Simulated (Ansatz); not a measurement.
One change: `F[Si]N([SiH3])[SiH3]` becomes `[NH2][Sn][N]([SiH3])[SiH3]`.

Ansatz, PBE0-D4/def2-TZVP geometries, multiplicity 1. Each molecule was computed in one conformer, which needn't be the lowest.

Elements past krypton have def2 core potentials.

| property | `F[Si]N([SiH3])[SiH3]` |
| --- | --- |
| LUMO energy (ωB97M-V/def2-TZVPP) / eV | 0.26 |
| HOMO–LUMO gap (ωB97M-V/def2-TZVPP) / eV | 9.81 |
| size of the dipole moment (B3LYP/def2-TZVPP) / D | 1.26 |
| HOMO energy (ωB97M-V/def2-TZVPP) / eV | -9.55 |
| size of the dipole moment (ωB97M-V/def2-TZVPP) / D | 1.18 |
| LUMO energy (B3LYP/def2-TZVPP) / eV | -1.88 |

Question: Give the same properties after the change, and the shifts. (Estimate.)

Answer: The calculation gave: 
| property | `[NH2][Sn][N]([SiH3])[SiH3]` | shift |
| --- | --- | --- |
| LUMO energy (ωB97M-V/def2-TZVPP) / eV | -0.15 | -0.41 |
| HOMO–LUMO gap (ωB97M-V/def2-TZVPP) / eV | 9.23 | -0.58 |
| size of the dipole moment (B3LYP/def2-TZVPP) / D | 1.97 | 0.71 |
| HOMO energy (ωB97M-V/def2-TZVPP) / eV | -9.38 | 0.17 |
| size of the dipole moment (ωB97M-V/def2-TZVPP) / D | 2.01 | 0.83 |
| LUMO energy (B3LYP/def2-TZVPP) / eV | -2.03 | -0.15 |

With PBE0 the HOMO rises by 0.20 eV and the LUMO falls by 0.11 eV, so the gap narrows by about 0.31 eV. PBE moves the HOMO by 0.31 eV and ωB97M-V by 0.17 eV. Dipoles are sizes alone; their direction can turn.

B3LYP here is the variant with VWN-RPA as its local correlation; programs differ in this.
